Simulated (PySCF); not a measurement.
H4SSi2, SMILES [SiH3][Si]S (connectivity only; charge and spin as stated), neutral, multiplicity 1.

Geometry optimised at B3LYP-D3(BJ)/def2-TZVP. The values are those of a single conformer.

These are TDDFT-PBE0/def2-SVPD run with PySCF values and carry that method's errors.

Vertical excitations.  State labels are in the subgroup Cs.

```json
[
 {"state": "S1", "symmetry": "A\"", "energy (eV)": "2.45", "λ (nm)": "507", "f": "0.004", "main pairs": "HOMO→LUMO 100 %"},
 {"state": "S2", "symmetry": "A\"", "energy (eV)": "4.65", "λ (nm)": "266", "f": "0.007", "main pairs": "HOMO−2→LUMO 97 %"},
 {"state": "S3", "symmetry": "A'", "energy (eV)": "4.87", "λ (nm)": "255", "f": "0.014", "main pairs": "HOMO−1→LUMO 62 %, HOMO→LUMO+1 32 %"},
 {"state": "S4", "symmetry": "A'", "energy (eV)": "5.01", "λ (nm)": "247", "f": "0.081", "main pairs": "HOMO→LUMO+1 64 %, HOMO−1→LUMO 29 %"},
 {"state": "S5", "symmetry": "A'", "energy (eV)": "5.60", "λ (nm)": "221", "f": "0.097", "main pairs": "HOMO→LUMO+2 86 %"},
 {"state": "S6", "symmetry": "A\"", "energy (eV)": "5.81", "λ (nm)": "213", "f": "0.001", "main pairs": "HOMO−3→LUMO 99 %"},
 {"state": "S7", "symmetry": "A'", "energy (eV)": "6.05", "λ (nm)": "205", "f": "0.021", "main pairs": "HOMO−4→LUMO 70 %, HOMO→LUMO+3 19 %"},
 {"state": "S8", "symmetry": "A'", "energy (eV)": "6.26", "λ (nm)": "198", "f": "0.290", "main pairs": "HOMO→LUMO+3 62 %, HOMO−4→LUMO 17 %, HOMO→LUMO+4 13 %"},
 {"state": "S9", "symmetry": "A\"", "energy (eV)": "6.34", "λ (nm)": "195", "f": "0.014", "main pairs": "HOMO→LUMO+5 95 %"},
 {"state": "S10", "symmetry": "A'", "energy (eV)": "6.42", "λ (nm)": "193", "f": "0.106", "main pairs": "HOMO→LUMO+4 82 %"},
 {"state": "T1", "symmetry": "A\"", "energy (eV)": "1.49", "λ (nm)": "834", "f": "0", "main pairs": "HOMO→LUMO 98 %"},
 {"state": "T2", "symmetry": "A'", "energy (eV)": "3.64", "λ (nm)": "340", "f": "0", "main pairs": "HOMO−1→LUMO 98 %"},
 {"state": "T3", "symmetry": "A\"", "energy (eV)": "3.88", "λ (nm)": "319", "f": "0", "main pairs": "HOMO−2→LUMO 95 %"},
 {"state": "T4", "symmetry": "A'", "energy (eV)": "4.06", "λ (nm)": "305", "f": "0", "main pairs": "HOMO→LUMO+1 88 %"}
]
```
Triplets are in the Tamm–Dancoff approximation, which puts them higher than full response would, so one can lie above its singlet here.
